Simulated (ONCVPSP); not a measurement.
# Potentials for Sc compared

Generated with ld1.x 7.5 (TM, RRKJ, ultrasoft, PAW), atompaw 4.2 or ONCVPSP 4.0.1. The cutoff is in Ry: for ld1.x and atompaw files where the sum of valence levels is converged to 10 mRy in a Bessel basis, for ONCV files where the hardest occupied wave has 1 mHa per electron of residual kinetic energy. The error is the largest all-electron minus pseudo excitation energy over each file’s own four to seven test configurations (ionisations up to +4, promotions, holes and added fractions of an electron), all of which were solved. The labels leave out finer settings (local radius, basis sizes, second energies), which also bear on the numbers. Spin-polarised tests are not counted. The rows are a selection from randomly drawn settings: files with unsolved tests, undetermined cutoffs or missed reference levels are left out.

```csv
potential,cutoff (Ry),largest error (meV),bound ghosts
"ONCV, LDA (Perdew-Zunger), scalar-relativistic, rc 1.60/1.50/2.95 (spd), local smoothed, core correction yes, reference 3s2 3p6 3d1 4s1.75, qcut 7.1/10.3/5.2, projectors 3/2/2",39,-7.0,none
"ONCV, LDA (Perdew-Wang 92), scalar-relativistic, rc 2.05/2.00/1.64 (spd), local smoothed, core correction no, reference 3s2 3p6 3d1 4s1.5 4p0.5, qcut 5.2/8.3/6.4, projectors 3/2/3",97,-12,none
```

**Question.** Fill in the row for Sc: ONCV, PBE, scalar-relativistic, rc 1.20/1.40/2.00 (spd), local smoothed, core correction no, reference 3s2 3p6 3d1, qcut 5.6/9.4/8.8, projectors 2/2/2.

**Answer.** cutoff 147 Ry, largest error +104 meV, bound ghosts: none.

**Question.** Fill in the row for Sc: ONCV, LDA (Perdew-Wang 92), scalar-relativistic, rc 2.15/1.75/1.55 (spd), local smoothed, core correction yes, reference 3s2 3p6 3d1 4s1 4p1, qcut 4.6/9.3/10.8, projectors 2/2/2.

**Answer.** cutoff 76 Ry, largest error -1.8 meV, bound ghosts: none.

**Question.** Fill in the row for Sc: ONCV, PBE, scalar-relativistic, rc 1.70/1.40/2.70 (spd), local smoothed, core correction yes, reference 3s2 3p6 3d1 4s1, qcut 8.1/8.9/6.4, projectors 2/2/2.

**Answer.** cutoff 39 Ry, largest error +381 meV, bound ghosts: none.
